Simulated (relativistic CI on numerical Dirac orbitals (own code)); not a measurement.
## d4 in a ligand field

Computed with a parametric ligand-field model of a d^n configuration (Racah B and C, spin-orbit zeta, crystal field), exact diagonalisation.

Field parameters in Wybourne normalisation: Oh B⁴₀ = 21Dq, B⁴₄ = √(5/14) B⁴₀. The field is a parameter set, without covalency.

(1) Lowest levels for B = 590, C = 2630, ζ = 600 cm⁻¹, Oh, 10Dq = 30400 cm⁻¹?

(2) Lowest levels for B = 490, C = 2100, ζ = 3550 cm⁻¹, Oh, 10Dq = 23900 cm⁻¹?

(3) Lowest levels for B = 320, C = 1270, ζ = 690 cm⁻¹, Oh, 10Dq = 29700 cm⁻¹?

(4) Lowest levels for B = 660, C = 2410, ζ = 720 cm⁻¹, Oh, 10Dq = 38650 cm⁻¹?

(5) Lowest levels for B = 380, C = 1460, ζ = 560 cm⁻¹, Oh, 10Dq = 16750 cm⁻¹?

Answers

(1) A1 0 (S 1.00), T1 363 (S 1.00), T2 937 (S 1.00), E 938 (S 1.00), T2 8457 (S 0.01), E 9191 (S 0.01), A2 15023 (S 2.00), T2 15030 (S 2.00), E 15037 (S 2.00) cm⁻¹, with S from ⟨S²⟩ = S(S + 1). The ground level has 0.02 electrons in the cubic e pair.

(2) A1 0 (S 1.05), T1 4348 (S 1.11), T2 6942 (S 0.89), E 7070 (S 0.98), T2 14170 (S 0.53), E 14469 (S 0.50), A2 18327 (S 1.95), T2 18538 (S 1.89), T1 18782 (S 1.85) cm⁻¹, with S from ⟨S²⟩ = S(S + 1). The ground level has 0.19 electrons in the cubic e pair.

(3) A1 0 (S 0.99), T1 475 (S 1.00), T2 1102 (S 0.99), E 1114 (S 0.99), T2 4979 (S 0.04), E 5266 (S 0.03), A1 10831 (S 0.03), A2 22449 (S 2.00), T2 22452 (S 2.00) cm⁻¹, with S from ⟨S²⟩ = S(S + 1). The ground level has 0.01 electrons in the cubic e pair.

(4) A1 0 (S 1.00), T1 446 (S 1.00), T2 1128 (S 1.00), E 1135 (S 1.00), T2 8540 (S 0.02), E 9346 (S 0.01), A1 18934 (S 0.01), A2 24007 (S 2.00), T2 24012 (S 2.00) cm⁻¹, with S from ⟨S²⟩ = S(S + 1). The ground level has 0.01 electrons in the cubic e pair.

(5) A1 0 (S 1.01), T1 384 (S 1.01), T2 913 (S 1.00), E 915 (S 1.00), T2 5174 (S 0.04), E 5687 (S 0.03), A2 8289 (S 2.00), T2 8300 (S 2.00), E 8312 (S 1.99) cm⁻¹, with S from ⟨S²⟩ = S(S + 1). The ground level has 0.03 electrons in the cubic e pair.
